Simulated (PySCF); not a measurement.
SiH3F, SMILES F[SiH3].

Coordinates come from a r2SCAN-D4/def2-TZVP optimisation.

Method: PySCF with PBE0/def2-TZVPD.

The molecule is in vacuum.

```
Quantity                                                                                                        Value
---------------------------------------------------------------------------------------------  ----------------------
total energy                                                                                       -391.01930 hartree
point group                                                                                                       C3v
highest occupied level                                                                                       -9.80 eV
lowest empty level                                                                                           -0.33 eV
orbital gap                                                                                                   9.47 eV
dipole moment                                                                                                  1.29 D
quadrupole, principal values (traceless, Buckingham form, about the centre of nuclear charge)   -1.25, 0.62, 0.62 D·Å
mean static polarisability                                                                       28.6 bohr³ (4.24 Å³)
polarisability, principal values                                                               26.9, 29.5, 29.5 bohr³
```
